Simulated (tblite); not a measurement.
Species: C3H9BO2Si.
SMILES with atom numbers: `[CH2:1]=[C:2]([BH:3][O:4][SiH3:5])[O:6][CH3:7]` (hydrogens: H8, H9 on C1; H10 on B3; H11, H12, H13 on Si5; H14, H15, H16 on C7)

Computed with GFN2-xTB (tblite), gas phase: L-BFGS steps from a force-field or distance-geometry start until the largest atomic force falls under 0.01 eV/Å.

The end geometry, which sets the zero of energy:
```
atom  x, y, z in Å
C1     -0.5530    0.1209   -1.0777
C2     -0.5672   -0.1999    0.2206
B3      0.7050   -0.0678    1.1521
O4      1.8676    0.3299    0.6845
Si5     3.0314    0.8122   -0.3186
O6     -1.6692   -0.6623    0.8898
C7     -2.8709   -0.8075    0.1709
H8      0.3602    0.4777   -1.5185
H9     -1.4020    0.0545   -1.7367
H10     0.6107   -0.3252    2.2974
H11     2.7075    2.1779   -0.7319
H12     4.2652    0.7481    0.4652
H13     3.0826   -0.0945   -1.4677
H14    -3.6026   -1.1886    0.8814
H15    -3.2144    0.1531   -0.2274
H16    -2.7587   -1.5197   -0.6533
```

**Question.** These geometries come from the run, each turned onto the end geometry. Order them by energy, lowest first.
A.
```
atom  x, y, z in Å
C1     -0.8399    0.4113   -1.1204
C2     -0.6731   -0.0088    0.1381
B3      0.6334    0.2868    0.9869
O4      1.7721    0.5360    0.3832
Si5     3.2484    0.6222   -0.2428
O6     -1.6066   -0.7227    0.8438
C7     -2.8176   -1.0633    0.2107
H8     -0.0539    0.9615   -1.6059
H9     -1.7370    0.2579   -1.6969
H10     0.5834    0.2783    2.1665
H11     3.3725    2.0161   -0.6613
H12     4.2233    0.2460    0.7870
H13     3.3072   -0.3238   -1.3575
H14    -3.3532   -1.6938    0.9181
H15    -3.4176   -0.1734   -0.0028
H16    -2.6493   -1.6214   -0.7166
```
B.
```
atom  x, y, z in Å
C1     -0.5593    0.1269   -1.0798
C2     -0.5891   -0.1675    0.2238
B3      0.6952   -0.0402    1.1396
O4      1.8464    0.3629    0.6508
Si5     3.0519    0.8067   -0.3204
O6     -1.6911   -0.6198    0.8992
C7     -2.8857   -0.8154    0.1797
H8      0.3624    0.4750   -1.5141
H9     -1.3922    0.0343   -1.7555
H10     0.6284   -0.3243    2.2794
H11     2.7671    2.1859   -0.7235
H12     4.2741    0.7175    0.4811
H13     3.0983   -0.1153   -1.4580
H14    -3.5850   -1.2711    0.8799
H15    -3.2953    0.1347   -0.1780
H16    -2.7340   -1.4814   -0.6742
```
C.
```
atom  x, y, z in Å
C1     -1.2260    0.9060   -1.1480
C2     -0.8241    0.3286   -0.0190
B3      0.6509    0.3192    0.5454
O4      1.6848   -0.0687   -0.1975
Si5     3.2558    0.3099   -0.0870
O6     -1.7538   -0.2268    0.8681
C7     -2.5286   -1.2698    0.3120
H8     -0.5111    1.3849   -1.7884
H9     -2.2474    0.9973   -1.4791
H10     0.8294    0.6667    1.6648
H11     3.2070    1.7665   -0.3341
H12     3.7193   -0.0520    1.2730
H13     3.8954   -0.4674   -1.1433
H14    -3.2541   -1.5198    1.0865
H15    -3.0443   -0.9547   -0.6003
H16    -1.8610   -2.1110    0.0770
```
D.
```
atom  x, y, z in Å
C1     -0.5644    0.1234   -1.0764
C2     -0.5824   -0.1757    0.2274
B3      0.7025   -0.0598    1.1444
O4      1.8591    0.3291    0.6566
Si5     3.0449    0.8095   -0.3191
O6     -1.6898   -0.6121    0.9040
C7     -2.8783   -0.8085    0.1735
H8      0.3574    0.4521   -1.5196
H9     -1.4149    0.0664   -1.7341
H10     0.6304   -0.3279    2.2897
H11     2.7309    2.1798   -0.7236
H12     4.2720    0.7360    0.4771
H13     3.1143   -0.0978   -1.4673
H14    -3.5957   -1.2345    0.8732
H15    -3.2719    0.1360   -0.2199
H16    -2.7220   -1.5071   -0.6558
```
E.
```
atom  x, y, z in Å
C1     -1.1903    0.8749   -1.1281
C2     -0.8379    0.3300    0.0378
B3      0.6033    0.4110    0.7000
O4      1.7096    0.4881   -0.0299
Si5     3.3299    0.4247   -0.1366
O6     -1.7389   -0.3501    0.8479
C7     -2.6175   -1.2873    0.2682
H8     -0.4651    1.4207   -1.7015
H9     -2.1896    0.8051   -1.5306
H10     0.6765    0.3089    1.8738
H11     3.7580    1.7797   -0.4705
H12     3.9346   -0.0429    1.1098
H13     3.5726   -0.5061   -1.2358
H14    -3.3067   -1.5849    1.0599
H15    -3.1908   -0.8912   -0.5744
H16    -2.0555   -2.1718   -0.0599
```

**Answer.** D (0.003 eV), B (0.006 eV), A (0.040 eV), E (0.274 eV), C (0.551 eV).

In the order of the answer:

```json
{"step": "115", "E above end (eV)": "0.003", "largest force (eV/Å)": "0.04", "rms force component (eV/Å)": "0.014", "rms distance from end (Å)": "0.032", "rms bond change (Å)": "0.001", "bond most changed (Å)": "Si5–H12 +0.001"}
{"step": "109", "E above end (eV)": "0.006", "largest force (eV/Å)": "0.07", "rms force component (eV/Å)": "0.026", "rms distance from end (Å)": "0.047", "rms bond change (Å)": "0.001", "bond most changed (Å)": "C1–H8 +0.002"}
{"step": "84", "E above end (eV)": "0.040", "largest force (eV/Å)": "0.06", "rms force component (eV/Å)": "0.022", "rms distance from end (Å)": "0.442", "rms bond change (Å)": "0.002", "bond most changed (Å)": "O4–Si5 -0.005"}
{"step": "30", "E above end (eV)": "0.274", "largest force (eV/Å)": "0.25", "rms force component (eV/Å)": "0.067", "rms distance from end (Å)": "0.872", "rms bond change (Å)": "0.008", "bond most changed (Å)": "C2–O6 +0.020"}
{"step": "10", "E above end (eV)": "0.551", "largest force (eV/Å)": "0.50", "rms force component (eV/Å)": "0.169", "rms distance from end (Å)": "0.970", "rms bond change (Å)": "0.012", "bond most changed (Å)": "C2–O6 +0.030"}
```

What follows is the cost of the whole relaxation. The run took 1.4 s wall on one thread of an Arm Neoverse N1, no GPU, shared host with 64 logical CPUs at a one-minute load of 60.
